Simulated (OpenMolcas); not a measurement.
## W3+: effect of the basis set

| Property | Result |
| --- | --- |
| Program | OpenMolcas |
| Method | RASSCF |
| Active space | 9 electrons in 8 orbitals (RAS1 5p, at most 2 holes; RAS2 5d) |
| State averaging | 2S+1 = 4 even, 10 roots; 2S+1 = 2 even, 40 roots |
| Spin-orbit coupling | state interaction with AMFI integrals over the reference wave functions, term energies averaged over their components |

A. ANO-R2 [8s6p5d3f2g], X2C, finite nucleus; cost about 26 core-seconds
B. ANO-RCC-VTZP [8s7p5d3f2g1h], DKH2, point nucleus; cost about 27 core-seconds
C. ANO-RCC-VQZP [9s8p6d4f3g2h], DKH2, point nucleus; cost of the order of 40 core-seconds

Energies in cm⁻¹ above 5d³ ⁴F_3/2, the measured ground level; measured values from the list in J. Phys. B 45, 035001 (2012).

```csv
Level,A,B,C,Measured
5d³ ⁴F_3/2,0.0,0.0,0.0,0.0
5d³ ⁴F_5/2,3815,3638,3662,3537
5d³ ⁴F_7/2,7450,7169,7201,6745
5d³ ⁴F_9/2,10492,10192,10221,9256
5d³ ⁴P_3/2 [52 %],12883,12956,12941,
5d³ ⁴P_1/2,14434,14425,14430,11773
5d³ ²G_7/2,18472,18367,18377,15261
5d³ ²H_9/2 [52 %],19406,19301,19303,
5d³ ⁴P_5/2,19555,19370,19396,17190
5d³ ²P_1/2,23298,23124,23150,18365
5d³ ²H_11/2,26473,26339,26361,22223
5d³ ²D_5/2(1),27376,27180,27214,22766
5d³ ²P_3/2 [59 %],30871,30519,30586,25168
5d³ ²F_5/2,35012,35089,35070,27938
5d³ ²F_7/2,35060,35069,35064,28412
5d³ ²D_5/2(2),50945,51023,51010,43287
5d³ ²D_3/2(2),51219,51355,51331,43742
```

Deviations, from unrounded energies. A percentage is the sum of absolute deviations over the sum of measured energies, with the sign that they share, or ± where signs differ.

```
                        Against measurement  Levels      A      B      C
             mean absolute deviation (cm-1)      14   4200   4100   4100
      fine structure of the ground term (%)       3  +11.4   +7.5   +7.9
other terms of the ground configuration (%)      11  +20.5  +20.2  +20.2
```

A, B, C lie about equally close to measurement. The largest miss of B in the table is 5d³ ²D_5/2(2), by +7700 cm-1. The ranking rests on the paired levels alone, and a cruder setting can come out closer through cancelling errors.

Among A to C the level of the table that moves most is 5d³ ²P_3/2 [59 %], by 350 cm-1 (lowest in B, highest in A).

Without dynamic correlation excited terms often stand tens of per cent too high (terms of higher spin than the ground term too low), and those without a measured partner can miss by more than the paired ones. Some levels mix across a computed gap that differs much from the measured one, so their mixing is not that of the real levels. Active for correlation alone: 5p; no level in the range computed is led by a configuration that opens it, so any true level of that kind is missing. Measured partners are found by configuration, term and J. A level has none where our copy of the source lacks it or the pairing is in doubt (some pairs that miss far off the trend of their configuration count as doubtful), and it then counts in no deviation. Only configurations of the active space appear. Levels that lie high or do not pair safely by name in every column are left out.

A share in square brackets marks a mixed level and gives the weight of the term that names it, the lowest over the columns. A number in round brackets counts repeated terms of one configuration in the order of the reference energies.
